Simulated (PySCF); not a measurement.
# Löwdin shares of the frontier orbitals

C7H10O.
Numbering: `[O:1]=[C:2]1[CH2:3][CH:4]([CH:5]2[CH2:6][CH2:7]2)[CH2:8]1` (hydrogens: H9, H10 on C3; H11 on C4; H12 on C5; H13, H14 on C6; H15, H16 on C7; H17, H18 on C8)

Structure used (GFN2-xTB), in Å, numbered top down from 1:
```xyz
18
C7H10O angstrom
O      3.5823    0.1875    0.5553
C      2.4245    0.1554    0.2566
C      1.5056   -0.9308   -0.2569
C      0.3776    0.1217   -0.3727
C     -0.8598   -0.1666    0.4315
C     -2.1355    0.5620    0.1292
C     -2.0094   -0.8936   -0.2008
C      1.3230    1.1917    0.2229
H      1.3189   -1.7154    0.4749
H      1.8298   -1.3983   -1.1845
H      0.1044    0.3325   -1.4078
H     -0.6580   -0.3856    1.4739
H     -2.7698    0.8536    0.9518
H     -2.1338    1.2680   -0.6871
H     -2.5572   -1.6084    0.3935
H     -1.9230   -1.1707   -1.2405
H      1.0387    1.5470    1.2125
H      1.5330    2.0565   -0.4035
```

Method: PySCF, TDDFT CAM-B3LYP/def2-SVPD, vertical, gas phase, core orbitals frozen in the response.

Kohn–Sham orbitals with the atoms that hold most of them (Löwdin shares over 4%, at most four atoms; ? is withheld):

```tsv
orbital	ε (eV)	atoms
HOMO-3	-10.98	O1 18%, C4 17%, C5 12%, H11 9%
HOMO-2	-9.99	C6 29%, C7 29%, C5 14%, C4 7%
HOMO-1	-9.61	?
HOMO	-8.59	?
LUMO	?	C2 32%, O1 26%, C8 9%, C3 9%
LUMO+1	1.35	C6 9%, C7 9%, C8 8%, C3 8%
LUMO+2	1.67	H12 11%, H14 11%, H16 11%, H11 10%
```

Q: Which atoms hold the HOMO, and with what shares?

A: O1 (bonded to C) 52%; C2 (bonded to 2 C and O) 14%; C8 (bonded to 2 C and 2 H) 12%; C3 (bonded to 2 C and 2 H) 12%. By element: oxygen 52%, carbon 38% or more.

Q: Give the leading atoms of the HOMO-1.

A: C5 (bonded to 3 C and H) 26%; C7 (bonded to 2 C and 2 H) 16%; C6 (bonded to 2 C and 2 H) 16%; C4 (bonded to 3 C and H) 9%.

Q: What is the LUMO energy, and the HOMO–LUMO gap?

A: ε(LUMO) = 0.45 eV; the gap is 9.04 eV (0.3323 hartree).

Q: The HOMO–LUMO gap is 9.04 eV. Where does the response calculation put the lowest singlet, and from which orbitals?

A: S1 is at 4.26 eV (f = 0.0000), 4.78 eV below the gap, made of HOMO→LUMO (91%). Without the coupling terms of the response equations the lowest excitation would equal the gap.

Q: One configuration dominates each of S1 and S2. Which, and how do the shares of the two leading atoms of either orbital change from the occupied to the empty one?

A: 
- S1 (4.26 eV, f 0.0000), HOMO→LUMO (91%): O1 52% → 26%, C2 14% → 32%; low, almost dark, from the terminal oxygen into the C=O bond, the pattern of n→π*
- S2 (6.98 eV, f 0.0003), HOMO-1→LUMO (88%): C5 26% → at most 10%, C7 16% → at most 10%, C2 at most 10% → 32%, O1 at most 10% → 26%

The run took 75 s wall on one thread of an Arm Neoverse V1, no GPU, shared host.

One conformer stands for the species.
